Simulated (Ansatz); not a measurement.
`FB(F)S` + H₂S → `FB(S)S` + H–F at 500 K and 1 bar (ligand exchange at a B–F bond).

Calculated with Ansatz (gas phase, PBE0-D4/def2-TZVP geometries, no zero-point term in ΔE). CCSD(T)/CBS is the MP2 limit (def2-TZVPP, def2-QZVPP) plus CCSD(T) − MP2 in def2-TZVPP, frozen cores. This one scheme is used for every species. One conformer a species, not always the lowest.

| species | CCSD(T)/CBS energy (Eh) | H − E (kJ/mol) | S (J/(mol·K)) |
| --- | --- | --- | --- |
| `FB(F)S` | -622.90532 | 79.8 | 325.4 |
| H₂S | -398.97279 | 57.0 | 224.0 |
| `FB(S)S` | -921.45384 | 103.3 | 349.3 |
| H–F | -100.39570 | 39.4 | 188.7 |

H − E and S are ideal-gas, rigid-rotor, harmonic terms from PBE0-D4/def2-TZVP, for one conformer and one mirror image of each species. 1 Eh = 2625.50 kJ/mol, R = 8.31446 J/(mol·K).

By hand: ΔE, ΔH, ΔS and ΔG.

ΔE = (-921.45384) + (-100.39570) − (-622.90532) − (-398.97279) = 0.02857 Eh = 75.0 kJ/mol. Δ(H − E) = 103.3 + 39.4 − 79.8 − 57.0 = 5.9, so ΔH = 80.9 kJ/mol. ΔS = 349.3 + 188.7 − 325.4 − 224.0 = -11.4 J/(mol·K). ΔG = 80.9 − 500 × (-11.4)/1000 = 86.6 kJ/mol.

By hand: the equilibrium constant, and the temperature at which ΔG would vanish if ΔH and ΔS stayed fixed.

log₁₀ K = −ΔG/(RT ln 10) = -9.0. ΔH and −TΔS have one sign here, so there is no such temperature.

The number of gas molecules stays the same, so ΔS is small and ΔH decides. A doubt of 5 kJ/mol in ΔE shifts log₁₀ K by 0.5 here. Other conformers and mirror images would add mixing entropy, several J/(mol·K) or more a flexible species. These are equilibria of isolated gas molecules and say nothing of rates. Largest T1 diagnostic: 0.013 (customary marks: 0.02 for closed shells, 0.045 for open ones).

ΔS is within the doubt of such terms, so its sign, and with it that verdict, could turn.
